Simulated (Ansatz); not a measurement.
Calculated with Ansatz (gas phase, PBE0-D4/def2-TZVP geometries, no zero-point term in ΔE). CBS: MP2 limit from def2 TZ/QZ plus the TZ coupled-cluster correction, frozen cores. DFT in def2-TZVPP. B3LYP here is the variant with VWN-RPA as its local correlation; programs differ in this. Each species was taken in one conformer, which may not be the lowest.

Reaction (ligand exchange at the Al–N bond): `NC[SiH2][NH][AlH2]` + `C[SiH](O)F` → `C[SiH](F)[O][AlH2]` + `NC[SiH2]N`

```
             level  ΔE (kJ/mol)  difference from CCSD(T)/CBS
            PBE-D4        -54.2                          6.2
         r2SCAN-D4        -60.8                         -0.4
           PBE0-D4        -57.7                          2.7
          B3LYP-D4        -63.7                         -3.3
           ωB97X-V        -61.9                         -1.5
           ωB97M-V        -60.9                         -0.5
            B2PLYP        -63.4                         -3.0
               PBE        -54.6                          5.8
            r2SCAN        -61.0                         -0.6
              PBE0        -58.0                          2.4
             B3LYP        -64.3                         -3.9
     HF/def2-TZVPP        -73.3                        -12.9
    MP2/def2-TZVPP        -60.3                          0.1
SCS-MP2/def2-TZVPP        -62.6                         -2.2
   CCSD/def2-TZVPP        -62.4                         -2.0
CCSD(T)/def2-TZVPP        -59.8                          0.6
     HF/def2-QZVPP        -74.3                        -13.9
    MP2/def2-QZVPP        -60.9                         -0.5
SCS-MP2/def2-QZVPP        -63.2                         -2.8
      HF/CBS(def2)        -74.4                        -14.0
     MP2/CBS(def2)        -60.8                         -0.4
    CCSD/CBS(def2)        -63.0                         -2.6
       CCSD(T)/CBS        -60.4                            0
```

Largest T1 diagnostic among the species: 0.012.

From PBE to PBE0 (25 % exact exchange), in def2-TZVPP and without D4, ΔE moves by −3.5 kJ/mol. In def2-TZVPP, CCSD(T) changes the Hartree–Fock value by +13.4 kJ/mol (the triples alone add +2.6 kJ/mol) and MP2 by +13.0 kJ/mol.
